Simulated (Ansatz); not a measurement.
One change: `OC(=S)[SeH]` becomes `OC(=S)[O][GeH3]`.

Ansatz, PBE0-D4/def2-TZVP geometries, multiplicity 1. Each molecule was computed in one conformer, which needn't be the lowest.

Scalar relativity is left out up to krypton.

```json
{"property": "HOMO energy (PBE/def2-TZVPP) / eV", "`OC(=S)[SeH]`": "-5.84"}
{"property": "HOMO–LUMO gap (B3LYP/def2-TZVPP) / eV", "`OC(=S)[SeH]`": "4.97"}
{"property": "HOMO–LUMO gap (PBE/def2-TZVPP) / eV", "`OC(=S)[SeH]`": "3.37"}
{"property": "HOMO–LUMO gap (PBE0/def2-TZVPP) / eV", "`OC(=S)[SeH]`": "5.41"}
{"property": "HOMO energy (ωB97M-V/def2-TZVPP) / eV", "`OC(=S)[SeH]`": "-9.21"}
{"property": "HOMO energy (B3LYP/def2-TZVPP) / eV", "`OC(=S)[SeH]`": "-6.80"}
```

(1) What does the change do to each property? (Best estimate.)

## Answers

(1) Ansatz gave: 
```json
{"property": "HOMO energy (PBE/def2-TZVPP) / eV", "`OC(=S)[O][GeH3]`": "-5.35", "shift": "0.49"}
{"property": "HOMO–LUMO gap (B3LYP/def2-TZVPP) / eV", "`OC(=S)[O][GeH3]`": "5.41", "shift": "0.44"}
{"property": "HOMO–LUMO gap (PBE/def2-TZVPP) / eV", "`OC(=S)[O][GeH3]`": "3.73", "shift": "0.36"}
{"property": "HOMO–LUMO gap (PBE0/def2-TZVPP) / eV", "`OC(=S)[O][GeH3]`": "5.89", "shift": "0.48"}
{"property": "HOMO energy (ωB97M-V/def2-TZVPP) / eV", "`OC(=S)[O][GeH3]`": "-8.75", "shift": "0.46"}
{"property": "HOMO energy (B3LYP/def2-TZVPP) / eV", "`OC(=S)[O][GeH3]`": "-6.31", "shift": "0.49"}
```

With PBE0 the HOMO rises by 0.49 eV and the LUMO rises by 0.97 eV, so the gap widens by about 0.48 eV. PBE moves the HOMO by 0.49 eV and ωB97M-V by 0.46 eV.

B3LYP here is the variant with VWN-RPA as its local correlation; programs differ in this.

Spin–orbit coupling is left out; it splits and shifts lone-pair levels of the heavy atoms by tenths of an eV.
